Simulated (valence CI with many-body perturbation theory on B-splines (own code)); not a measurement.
## Forbidden lines of Hf⁵⁷⁺

Computed by relativistic CI+MBPT: five valence electrons over a frozen Dirac-Fock core [Ne], a basis of 11 s, 11 p, 10 d, 8 f, 5 g, 2 h functions for each j, with the one-electron correlation potential Σ1, the two-electron term Σ2, the three-electron term Σ3, Breit, model QED; selected CI, second order for the rest, scaled by the run's own slope (own B-spline code, finite nucleus).

No measured spectrum was set against this ion. As an estimate, large intervals hold to a few tenths of a per cent, small ones and those within an open d or f shell to about a per cent. Among the levels kept, up to 3100 cm⁻¹ of a level comes from second order outside the variational space, and about a tenth of that is noise between levels of different J, which matters for small intervals.

Lines 1 to 22 of 22 in falling wavelength, among levels below 90.956 Ry, chosen from the decays that carry over 1 % of a level's rate. Wavelengths and rates use the calculated energies. Electric multipoles are in the length gauge, E1 and E2 with the static RPA response of the core. S is in atomic units (e²a₀⁴ for E2 and M2, e²a₀⁶ for E3), for M1 in squared Bohr magnetons. Weak lines are less certain than strong ones. Lines between different terms over intervals too small for the method are left out, as are lines whose strength nearly cancels.

Levels are named by their leading jj configuration (3d3/2^4 stands for four electrons in 3d with j = 3/2), which in mixed levels can hold well under half, so a name can repeat and another be missing. Letters in brackets count levels of one name in rising energy.

```
λ vac (Å)                               Upper                               Lower  Type   A (s⁻¹)  S (a.u.)
    171.2      (3s^2 3p1/2 3p3/2 3d5/2) J=9/2      (3s^2 3p1/2 3p3/2 3d3/2) J=7/2    M1  2.22e+06  4.14e+00
    44.35          (3s^2 3p3/2^2 3d5/2) J=9/2  (3s^2 3p1/2 3p3/2 3d5/2) J=7/2 [b]    M1  7.20e+07  2.33e+00
    43.71  (3s^2 3p1/2 3p3/2 3d5/2) J=7/2 [a]          (3s^2 3p1/2^2 3d5/2) J=5/2    M1  1.49e+08  3.69e+00
    41.92  (3s^2 3p1/2 3p3/2 3d3/2) J=5/2 [a]          (3s^2 3p1/2^2 3d3/2) J=3/2    M1  7.98e+07  1.31e+00
    41.86      (3s^2 3p1/2 3p3/2 3d5/2) J=9/2          (3s^2 3p1/2^2 3d5/2) J=5/2    E2  1.99e+06  2.29e-03
    41.59          (3s^2 3p1/2 3p3/2^2) J=3/2          (3s^2 3p1/2^2 3p3/2) J=3/2    M1  2.57e+08  2.75e+00
    41.52          (3s^2 3p3/2^2 3d5/2) J=7/2  (3s^2 3p1/2 3p3/2 3d5/2) J=5/2 [a]    M1  1.27e+08  2.69e+00
    41.48  (3s^2 3p1/2 3p3/2 3d3/2) J=1/2 [a]          (3s^2 3p1/2^2 3d3/2) J=3/2    M1  1.65e+08  8.71e-01
    41.34                (3s^2 3p3/2^3) J=3/2          (3s^2 3p1/2 3p3/2^2) J=1/2    M1  6.43e+07  6.73e-01
    41.29      (3s^2 3p3/2^2 3d5/2) J=5/2 [a]  (3s^2 3p1/2 3p3/2 3d5/2) J=3/2 [b]    M1  9.71e+07  1.52e+00
    40.88          (3s^2 3p3/2^2 3d5/2) J=9/2      (3s^2 3p1/2 3p3/2 3d5/2) J=9/2    M1  1.10e+08  2.80e+00
    40.05          (3s^2 3p1/2 3p3/2^2) J=5/2          (3s^2 3p1/2^2 3p3/2) J=3/2    M1  4.42e+07  6.31e-01
    40.05          (3s^2 3p1/2 3p3/2^2) J=5/2          (3s^2 3p1/2^2 3p3/2) J=3/2    E2  4.52e+06  2.49e-03
    39.51          (3s^2 3p3/2^2 3d5/2) J=7/2  (3s^2 3p1/2 3p3/2 3d5/2) J=7/2 [a]    M1  8.55e+07  1.56e+00
    39.39                (3s^2 3p3/2^3) J=3/2          (3s^2 3p1/2 3p3/2^2) J=5/2    M1  7.31e+07  6.62e-01
    39.26          (3s^2 3p3/2^2 3d5/2) J=9/2  (3s^2 3p1/2 3p3/2 3d5/2) J=7/2 [a]    M1  8.97e+07  2.01e+00
    38.22          (3s^2 3p1/2 3p3/2^2) J=1/2          (3s^2 3p1/2^2 3p3/2) J=3/2    M1  1.51e+08  6.24e-01
    38.22          (3s^2 3p1/2 3p3/2^2) J=1/2          (3s^2 3p1/2^2 3p3/2) J=3/2    E2  4.07e+06  5.92e-04
    38.01                (3s^2 3p3/2^3) J=3/2          (3s^2 3p1/2 3p3/2^2) J=3/2    M1  3.01e+08  2.45e+00
    37.61      (3s^2 3p3/2^2 3d5/2) J=5/2 [a]  (3s^2 3p1/2 3p3/2 3d5/2) J=5/2 [a]    M1  2.13e+07  2.53e-01
    37.21      (3s^2 3p3/2^2 3d5/2) J=5/2 [a]  (3s^2 3p1/2 3p3/2 3d5/2) J=3/2 [a]    M1  2.86e+07  3.28e-01
    35.95      (3s^2 3p3/2^2 3d5/2) J=5/2 [a]  (3s^2 3p1/2 3p3/2 3d5/2) J=7/2 [a]    M1  1.68e+08  1.74e+00
```
